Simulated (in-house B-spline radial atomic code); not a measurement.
Xe2+ is squeezed into an impenetrable sphere of radius R (the orbitals vanish at R). Caution: exact exchange at fractional occupations of open shells leaves self-interaction of up to several eV. Level of theory: non-relativistic PBE0, spin-polarised, spherical fractional occupations, point nucleus; calculated with a B-spline radial code for spherical atoms.

Energies in eV above the free ion in [Kr] 4d10 5s2 5p4:

| R (bohr) | highest level (eV) | [Kr] 4d10 5s2 5p4 | [Ar] 3d10 4s2 4p5 4d10 5s2 5p4 5f1 | [Kr] 4d10 5s2 5p3 5f1 | -dE/dV in [Kr] 4d10 5s2 5p4 (GPa) |
| --- | --- | --- | --- | --- | --- |
| 7.62 | -25.2 | 0.001183 | 169.2 | 25.09 | 0.00427 |
| 6.26 | -25.2 | 0.03044 | 171.6 | 28.12 | 0.156 |
| 5.34 | -25 | 0.2498 | 175 | 32.08 | 1.69 |
| 4.35 | -23.8 | 2.193 | 183.4 | 41.11 | 21.4 |
| 3.32 | -17.3 | 19.31 | 215.3 | 72.94 | 315 |
| 3.07 | -13.3 | 32.61 | 235.1 | 91.85 | 625 |
| 2.76 | -5.15 | 62.87 | 276.7 | 130.7 | 1520 |
| 2.37 | 14.6 | 147.8 | 384.5 | 229.3 | 5110 |
| 1.95 | 64.9 | 400.6 | 683.8 | 499.2 | 22800 |
| 1.23 | 474 | 3244 | 3779 | 3320 | 627000 |

Problem. Does [Ar] 3d10 4s2 4p5 4d10 5s2 5p4 5f1 fall below [Kr] 4d10 5s2 5p4 under compression?

Solution. No, it stays above over the whole range.

Problem. Does [Kr] 4d10 5s2 5p3 5f1 fall below [Kr] 4d10 5s2 5p4 under compression?

Solution. No, it stays above over the whole range.

The highest level is first positive in the row R = 2.37 bohr, pushed up by confinement above the zero of the free ion's potential. Each configuration is held fixed and needn't be the lowest in the sphere.
